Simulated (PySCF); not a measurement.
# Computed vibrations of [Hf(NH2)2]2+

[Hf(NH2)2]2+ (singlet). PySCF 2.14.0, RKS PBE0, Hf def2-SVP with ECP60, N def2-SVP, H def2-SVP; non-relativistic Hamiltonian with scalar-relativistic core potentials where named; density fitting; no spin-orbit coupling. Central differences of gradients.

```xyz
7

Hf    0.0000    0.0000   -0.1778
N     1.5752    0.0000    0.9383
H     1.9878   -0.8203    1.4155
H     1.9878    0.8203    1.4155
N    -1.5752    0.0000    0.9383
H    -1.9878    0.8203    1.4155
H    -1.9878   -0.8203    1.4155
```

Run from Python with OMP_NUM_THREADS=2. Where DIIS fails, smearing, a level shift and second-order steps follow.
It took 21 s on 2 threads of Arm Neoverse V2 (shared host).

Q: What are the harmonic wavenumbers and infrared intensities?

A: Modes are labelled in C2v; negative numbers are unstable modes, those under 60 cm⁻¹ near the noise; a finer grid moves soft modes by up to 10 cm⁻¹.
```
cm⁻¹  km/mol  symmetry
-662       –        b2
-590       –        a2
 229     1.9        a1
 440     0.0        a2
 481    88.5        b2
 644   278.6        b1
 728   278.0        a1
 732    72.2        b1
 760    29.8        a1
1457   100.4        b1
1462   108.4        a1
3391   625.4        b1
3407   294.4        a1
3454     0.0        a2
3454   404.3        b2
```

Q: Is this a minimum?

A: No: 2 unstable; the lowest moves the atoms so:
```
Hf   0.00 -0.01  0.00
N    0.00  0.05  0.00
H    0.29 -0.04 -0.40
H   -0.29 -0.04  0.40
N    0.00  0.05  0.00
H    0.29 -0.04  0.40
H   -0.29 -0.04 -0.40
```
